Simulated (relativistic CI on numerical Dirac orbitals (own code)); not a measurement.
## As¹⁷⁺: sensitivity of the levels to the model

Base calculation: Dirac-Coulomb-Breit CI, separate exchange-only KLI orbitals for each configuration, a model potential for QED, unscaled Slater integrals.

Configuration list (outside the closed core [Ne]): 3s2 3p4, 3s 3p5, 3s2 3p3 3d, 3p6, 3s 3p4 3d, 3p5 3d, 3s 3p3 3d2, 3s2 3p3 4s, 3s2 3p2 3d 4p, 3p5 4s, 3s2 3p3 4p, 3p5 4p, 3s 3p3 3d 4s, 3s2 3p2 3d2, 3s2 3p 3d3, 3s 3p2 3d3, 3s2 3p 3d2 4s, 3s2 3p 3d2 4p, 3p4 3d2, 3p3 3d3, 3p3 3d2 4s, 3p3 3d2 4p. Double excitations out of closed p, d and f shells are left out; levels of such configurations are missing from the list, as are those of other unlisted configurations, and high levels can miss mixing partners.

The lowest level and the first level of each name with at least 55 % of one term (blank where a level has no safe partner in the second run):

| Level | Base (cm⁻¹) | Shift (cm⁻¹) |
| --- | --- | --- |
| 3s2 3p4 3P_2 | 0 | 0 |
| 3s2 3p4 3P_0 | 37325 | +4 |
| 3s2 3p4 3P_1 | 48805 | +16 |
| 3s2 3p4 1D_2 | 83963 | +16 |
| 3s2 3p4 1S_0 | 164285 | +24 |
| 3s 3p5 3P°_2 | 457992 | +50 |
| 3s 3p5 3P°_1 | 487365 | +45 |
| 3s 3p5 3P°_0 | 512258 | +44 |
| 3s2 3p3 3d 5D°_2 | 605024 | -127 |
| 3s2 3p3 3d 5D°_0 | 605118 | -118 |
| 3s2 3p3 3d 5D°_3 | 605384 | -131 |
| 3s2 3p3 3d 5D°_1 | 606625 | -120 |
| 3s2 3p3 3d 5D°_4 | 611874 | -133 |
| 3s2 3p3 3d 3D°_3 | 656214 | -138 |
| 3s2 3p3 3d 3D°_1 | 660586 | -132 |
| 3s2 3p3 3d 3F°_2 | 665212 | -132 |
| 3s2 3p3 3d 1S°_0 | 669923 | -121 |
| 3s2 3p3 3d 3F°_3 | 673277 | -135 |
| 3s2 3p3 3d 3F°_4 | 686665 | -142 |
| 3s2 3p3 3d 3G°_3 | 698339 | -123 |
| 3s2 3p3 3d 3G°_5 | 720276 | -129 |
| 3s2 3p3 3d 1G°_4 | 721763 | -124 |

At this charge energies of transitions that change n are usually good to better than 1 %, and those within a shell (Δn = 0) to a few per cent.

Question: One thing was changed in a second run, which moved the levels as shown. Which?
A. P86 correlation estimate
B. Breit term removed
C. QED terms removed
D. one mean potential for all configurations
E. configuration mixing switched off

Answer: D. One mean potential for all configurations. One potential for all configurations removes the relaxation of the orbitals, which moves whole configurations and changes the integrals a little.

LS names give the leading component of a level, which can be under half, so a name can repeat, a term be missing and a line seem to break the LS rules.
